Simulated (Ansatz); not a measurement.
Cost and result for the atomization energy of CH6O2Sn (`C[O][SnH2][OH]`) (10 atoms, 9 bonds).

| atom | x (Å) | y (Å) | z (Å) |
| --- | --- | --- | --- |
| C1 | -1.6711 | 0.0194 | 0.4258 |
| O2 | -0.5607 | 0.4468 | -0.3194 |
| Sn3 | 1.2261 | -0.3027 | -0.0086 |
| O4 | 2.2782 | 0.6853 | -1.3233 |
| H5 | -2.5509 | 0.5690 | 0.0785 |
| H6 | -1.5594 | 0.2177 | 1.5012 |
| H7 | -1.8782 | -1.0526 | 0.2981 |
| H8 | 1.7581 | 0.0902 | 1.5646 |
| H9 | 1.2349 | -1.9649 | -0.3955 |
| H10 | 1.7231 | 1.2915 | -1.8216 |

Charge 0, multiplicity 1. Correlated methods include outer-core shells of Sn, which these sets cover unevenly. Sn takes the def2 core potential. The geometry is a stationary point of PBE0-D4/def2-TZVP. It is one conformer, not always the lowest. Program: Ansatz. Hardware: A = 2 threads of an AMD EPYC 7R13 on a shared host; B = 2 threads of an AMD EPYC 7R13 on a shared host and a share of an NVIDIA H100 80 GB. Times are those of one run each, without the atoms' runs, and a repeat can differ threefold. Electronic energies, without spin–orbit coupling; frozen cores. CCSD(T)/CBS adds CCSD(T) − MP2 in def2-TZVPP to the MP2 limit, and its time is that of the two runs behind it. T1 = 0.014. With those shells the extrapolation isn't a true limit. B3LYP takes the VWN-RPA correlation (the form of Gaussian; ORCA's B3LYP/G).

CCSD(T)/CBS is a level of theory with its own doubt, some kJ/mol a heavy atom from the limit and from the frozen cores, so smaller differences don't rank the functionals.

| level | functions | wall time | atomization (kcal/mol) | difference from CCSD(T)/CBS | per bond |
| --- | --- | --- | --- | --- | --- |
| PBE-D4/def2-TZVPP (with forces) [A] | 227 | 2.8 s | 795.6 | 2.4 | 0.3 |
| PBE0-D4/def2-TZVPP [A] | 227 | 3.1 s | 776.5 | -16.7 | -1.9 |
| r2SCAN-D4/def2-TZVPP (with forces) [A] | 227 | 5.5 s | 784.7 | -8.5 | -1.0 |
| B3LYP-D4/def2-TZVPP (with forces) [A] | 227 | 5.5 s | 781.9 | -11.3 | -1.3 |
| MP2/def2-QZVPP [B] | 433 | 5.5 s | 791.0 | -2.2 | -0.2 |
| CCSD(T)/def2-TZVPP [B] | 227 | 6 s | 768.4 | -24.8 | -2.8 |
| B2PLYP/def2-TZVPP [A] | 227 | 6.5 s | 774.9 | -18.3 | -2.0 |
| ωB97X-V/def2-TZVPP [A] | 227 | 8.5 s | 789.4 | -3.8 | -0.4 |
| CCSD(T)/CBS(def2) | – | 12 s | 793.2 | 0.0 | 0.0 |
| ωB97M-V/def2-TZVPP (with forces) [A] | 227 | 12 s | 785.7 | -7.5 | -0.8 |

From PBE to PBE0 (25 % exact exchange), in def2-TZVPP and without D4, the atomization energy moves by −18.5 kcal/mol: exact exchange takes away binding that semilocal exchange gives to molecules. In def2-TZVPP, CCSD(T) changes the Hartree–Fock value by +228.3 kcal/mol (the triples alone add +12.8 kcal/mol) and MP2 by +236.0 kcal/mol; breaking electron pairs costs correlation energy, which Hartree–Fock lacks. The D4 term adds +6.4 kcal/mol with B3LYP and +3.4 kcal/mol with PBE0; it sums over pairs of atoms, weighted by their polarisabilities, and B3LYP, whose exchange is more repulsive, gets the larger term.

Spin–orbit coupling would lower the free Sn atoms strongly, and the atomization energy with them, by more than many differences here. For some Ge, Se and Sn compounds the MP2-based and the directly extrapolated limit differ by 10 to 25 kJ/mol.
